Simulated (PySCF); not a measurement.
Working out the ionisation energy of Pt

Pt [Xe] 4f14 5d9 6s1 (3D) → Pt⁺ [Xe] 4f14 5d9 (2D). All numbers are calculated (PySCF 2.14, a scalar-relativistic core potential, in def2-SVP with the def2 core potential (60 electrons)). Frozen: 5s2 5p6. Energies in hartree (1 hartree = 27.21139 eV):

```json
{"part": "UHF", "Pt (lower)": "-118.393521", "Pt⁺ (upper)": "-118.114988"}
{"part": "MP2 opposite-spin", "Pt (lower)": "-0.127910", "Pt⁺ (upper)": "-0.104068"}
{"part": "MP2 same-spin", "Pt (lower)": "-0.073214", "Pt⁺ (upper)": "-0.056966"}
```

Question: What does Hartree-Fock give?

Answer: (-118.114988) − (-118.393521) = 0.278533 hartree = 7.579 eV.

Question: What do MP2 and SCS-MP2 (6/5 opposite-spin, 1/3 same-spin) give?

Answer: The opposite-spin parts differ by 0.649 eV and the same-spin parts by 0.442 eV. MP2: 7.579 + (0.649) + (0.442) = 8.670 eV. SCS-MP2: 7.579 + 1.2 × (0.649) + (0.442)/3 = 8.505 eV.

Reference: 8.959 eV (measured; NIST Atomic Spectra Database, ionization energies), between the lowest levels; spin-orbit coupling is absent from the calculation.

A double-zeta basis recovers only part of the correlation energy.

What remains against the reference includes basis incompleteness, the frozen core and correlation beyond second order.
